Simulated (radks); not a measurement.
The numbers below are computed, except where a source is named.
Spherical quantum dot in the effective-mass picture: electrons in a parabolic well V = omega^2 r^2 / 2 with omega = 0.0747, all in effective atomic units (hartree* = m*/eps^2 hartree, bohr* = eps/m* bohr), one dielectric constant everywhere. Level of theory: non-relativistic Kohn-Sham, LDA (Slater exchange, Perdew-Wang correlation), spin-polarised, spherical densities (a radial shooting solver with Libxc functionals). Levels are named by radial order and angular momentum (1s, 1p, 1d, 2s, ...), and open shells are averaged over m.

N = 13, configuration 1s2 1p6 1d(up 5, down 0). This is the lowest configuration that the search found (a dilute case). Occupied and some empty levels:

level    occupation  eigenvalue (hartree*)  <r> (bohr*)
1s up             1                 1.3573        8.654
1s down           1                 1.3676        8.170
1p up             3                 1.3744        9.787
1p down           3                 1.3869        9.671
1d up             5                 1.3982        10.58
1d down           0                 1.4114        10.61
2s up             0                 1.4178        7.987
2s down           0                 1.4232        8.220
1f up             0                 1.4275        11.22
1f down           0                 1.4405        11.31
2p up             0                 1.4538        9.283
2p down           0                 1.4607        9.276

Energy (hartree*): total 10.6693, kinetic 0.51470, external 3.7717, Hartree 7.7390, exchange-correlation -1.3561.
